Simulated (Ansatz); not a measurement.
Si7H7⁻, relaxed as a singlet with RKS r2SCAN-D4/def2-SVPD in Ansatz, starting from packed atoms. Force threshold 0.02 eV/Å.

The restricted singlet is unstable towards broken spin symmetry in Hartree–Fock (as tested in another run); at r2SCAN-D4/def2-SVPD this wasn't settled. The structure comes from a short search, and lower isomers may exist.

Start:

```xyz
14

Si   -1.4917   -0.0214    1.9907
Si    2.1534    0.2554   -0.2810
Si   -1.2379    0.1194   -0.2242
Si    0.3249    1.0055   -1.3066
Si    0.3734    1.0764    0.9848
Si    0.4671   -1.2622   -1.4617
Si   -0.0258   -1.1913    0.8556
H    -2.7446   -0.5552    2.3634
H    -0.1634   -2.5671   -2.0364
H     2.9529    0.6254   -1.4860
H    -0.0816    2.1781    1.9038
H     1.3773    1.7048   -1.9086
H     0.0079   -2.0585    2.0374
H    -1.9119    0.6907   -1.4313
```

Question: Estimate the energy that the relaxation releases and the steps that it takes.

Answer: 9.61 eV, in 43 steps; 9.8 min on 4 threads of Intel Xeon on a shared host. No frequencies were taken in this run, so the end may be a saddle point.

Question: Does the start keep its bonding?

Answer: Bonds lost: Si1–Si5, Si2–Si6, Si3–Si4, Si4–Si5 (atoms count from 1).

Question: Predict the relaxed structure.

Answer: 
```csv
atom,x (Å),y (Å),z (Å)
Si1,-2.309,-0.497,2.090
Si2,2.173,1.192,-0.662
Si3,-1.594,0.835,0.202
Si4,1.361,-0.177,-2.141
Si5,0.603,1.065,1.056
Si6,-0.517,-0.931,-0.950
Si7,-0.105,-1.173,1.373
H8,-3.040,-1.551,1.230
H9,-1.357,-1.959,-1.656
H10,3.382,2.072,-0.763
H11,0.877,1.957,2.238
H12,2.010,-0.568,-3.438
H13,0.815,-2.235,1.933
H14,-2.298,1.968,-0.510
```
Bond lengths: 9 × Si–Si 2.17 to 2.42 Å; 7 × H–Si 1.50 to 1.54 Å.
